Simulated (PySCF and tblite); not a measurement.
4 constitutional isomers of C₇H₈O:

```csv
isomer,SMILES
A,[CH2:1]=[C:2]1[CH:3]=[CH:4][CH:5]=[C:6]1[O:7][CH3:8]
B,[CH3:1][CH:2]=[C:3]1[CH:4]=[CH:5][O:6][CH:7]=[CH:8]1
C,[CH3:1][O:2][c:3]1[cH:4][cH:5][cH:6][cH:7][cH:8]1
D,[CH3:1]/[CH:2]=[CH:3]/[CH:4]=[C:5]1\[CH:6]=[CH:7][O:8]1
```

Measured ¹³C shifts of one of them (ppm against TMS, one entry a carbon; solvent CDCl3; Stadelmann, Balmer, Riniker, Ebert, PCCP 2022): 159.6, 129.5, 129.5, 120.7, 113.9, 113.9, 55.1.

Each isomer is a Boltzmann average at 298.15 K over at most 6 conformers: GFN2-xTB geometries, energies B3LYP/def2-SVP (IEF-PCM, chloroform) (D3(BJ) added where defined), GIAO shieldings B97-2/pcSseg-1 (IEF-PCM, chloroform), GFN2-xTB thermal terms. Programs: PySCF with density fitting and tblite.

Computed shifts in falling order:

```
carbon  measured      A      B      C      D
     1     159.6  162.7  148.6  164.4  165.4
     2     129.5  151.0  146.0  132.8  163.0
     3     129.5  138.3  128.9  132.8  141.2
     4     120.7  128.0  118.7  123.0  127.9
     5     113.9  116.1  111.5  116.1  113.0
     6     113.9  102.3  110.9  116.1  106.5
     7      55.1   58.6   15.8   56.4   23.4
```

Question: Which structure fits the measured spectrum?

Answer: After a straight-line fit of each column to the measured values (slope held to 0.85 to 1.15; an offset alone for few or close values), with errors scored by one-sided Student-t tails (width 2 ppm, 10 degrees of freedom):

```
isomer  slope  mean error (ppm)  largest error  P (%)
     A  1.055              6.28           15.5    0.0
     B  1.150              8.79           20.9    0.0
     C  1.033              0.40            0.7  100.0
     D  1.150             10.06           25.3    0.0
```

The score favours C, which is the compound measured. Its computed assignment: ¹H (against TMS): 7.65 (H5/H7, 2H), 7.23 (H6, 1H), 7.10 (H4/H8, 2H), 4.03 (H1, 3H). ¹³C (against TMS): 164.4 (C3), 132.8 (C5/C7), 123.0 (C6), 116.1 (C4/C8), 56.4 (C1).

Shifts are unscaled: against experiment ¹³C can be off by 15 ppm or more and ¹H by 0.8 ppm. The search found a single conformer for at least one isomer; other rotamers may be missing.
